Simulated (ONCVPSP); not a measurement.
# Cutoff test, chlorine, ONCV

| Quantity | Value |
| --- | --- |
| Element | chlorine (Cl) |
| Generator | ONCVPSP 4.0.1 |
| Type | optimised norm-conserving Vanderbilt (ONCV) |
| Functional | PBEsol |
| Relativity | fully relativistic |
| Frozen core | [He] |
| Valence charge | 15 |
| Reference configuration | 2s2 2p6 3s2 3p3 (charge +2) |
| Partial waves | 2s+3s: rc 0.60 bohr, ncon 5, nbas 8, qcut 18.6 1/bohr, 2 projectors; 2p+3p: rc 0.60 bohr, ncon 3, nbas 7, qcut 20 1/bohr, 2 projectors; d scattering state at 0.22 Ha: rc 0.55 bohr, ncon 4, nbas 7, qcut 14.9 1/bohr, 2 projectors, debl 0.5 Ha |
| Local potential | polynomial inside 0.45 bohr (lpopt 4, dvloc0 3 Ha) |
| Core correction | Teter function fitted to the true core (icmod 2), fcfact 0.65 |

Open shells are filled in proportion to 2j + 1.

For each optimised wave give the share of its norm inside rc, the residual kinetic energy above qcut (Ha) and the cutoffs (Ha) for errors of 10, 1, 0.1 and 0.01 mHa per electron.

```json
{"wave": "2s", "norm inside rc": "0.816", "residual KE": "3.6e-04", "10 mHa": "123.0", "1 mHa": "156.9", "0.1 mHa": "372.8", "0.01 mHa": "479.1"}
{"wave": "3s", "norm inside rc": "0.051", "residual KE": "1.1e-04", "10 mHa": "94.2", "1 mHa": "139.4", "0.1 mHa": "174.5", "0.01 mHa": "393.6"}
{"wave": "2p j=3/2", "norm inside rc": "0.844", "residual KE": "1.1e-04", "10 mHa": "152.3", "1 mHa": "177.2", "0.1 mHa": "204.6", "0.01 mHa": "660.8"}
{"wave": "3p j=3/2", "norm inside rc": "0.043", "residual KE": "4.8e-05", "10 mHa": "132.4", "1 mHa": "165.8", "0.1 mHa": "192.0", "0.01 mHa": "288.4"}
{"wave": "2p j=1/2", "norm inside rc": "0.847", "residual KE": "1.2e-04", "10 mHa": "152.7", "1 mHa": "177.5", "0.1 mHa": "205.8", "0.01 mHa": "664.4"}
{"wave": "3p j=1/2", "norm inside rc": "0.043", "residual KE": "5.1e-05", "10 mHa": "132.9", "1 mHa": "166.3", "0.1 mHa": "192.5", "0.01 mHa": "296.1"}
{"wave": "d projector 1 j=5/2", "norm inside rc": "0.008", "residual KE": "2.5e-04", "10 mHa": "40.5", "1 mHa": "82.8", "0.1 mHa": "135.7", "0.01 mHa": "486.6"}
{"wave": "d projector 2 j=5/2", "norm inside rc": "0.007", "residual KE": "2.0e-04", "10 mHa": "39.6", "1 mHa": "79.7", "0.1 mHa": "125.0", "0.01 mHa": "658.7"}
{"wave": "d projector 1 j=3/2", "norm inside rc": "0.014", "residual KE": "4.2e-04", "10 mHa": "49.4", "1 mHa": "93.2", "0.1 mHa": "225.9", "0.01 mHa": "514.3"}
{"wave": "d projector 2 j=3/2", "norm inside rc": "0.007", "residual KE": "2.1e-04", "10 mHa": "39.9", "1 mHa": "80.9", "0.1 mHa": "124.5", "0.01 mHa": "568.4"}
```

The occupied waves need 177 Ha and 373 Ha for 1 and 0.1 mHa. Rows with under 1 % of the norm inside rc give no meaningful cutoff.
